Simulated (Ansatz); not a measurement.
Ansatz (a program for electronic structure) input:

Ansatz 0.2 input:
```yaml
crystal:
  periodic: [false, false, false]
  atoms:
    - {symbol: F, position_ang: [1.34890204, 0.41912652, -0.79375472]}
    - {symbol: C, position_ang: [0.37436218, 0.07369748, 0.08190089]}
    - {symbol: F, position_ang: [0.99190072, -0.07109754, 1.27919053]}
    - {symbol: C, position_ang: [-0.88901082, 0.92750623, 0.06623804]}
    - {symbol: C, position_ang: [-1.56896671, -0.38367707, -0.36094099]}
    - {symbol: O, position_ang: [-0.28397136, -1.08163743, -0.30469827]}
    - {symbol: H, position_ang: [-0.87414125, 1.72035656, -0.67576421]}
    - {symbol: H, position_ang: [-1.16986936, 1.31427114, 1.04139520]}
    - {symbol: H, position_ang: [-1.97677581, -0.40610795, -1.37002631]}
    - {symbol: H, position_ang: [-2.27297553, -0.81284099, 0.34987157]}
basis:
  gaussian:
    orbitals: aug-cc-pVDZ
magnetization: {spin_polarized: false}
correlation: {method: ccsd_t, electrons: outside_noble_gas}
output: {forces: true}
```

Task: What final total energy does it print?

Result: -390.78492 Eh (CCSD(T)/aug-cc-pVDZ). The basis has 174 functions. The run takes around 20 core-minutes (rough).
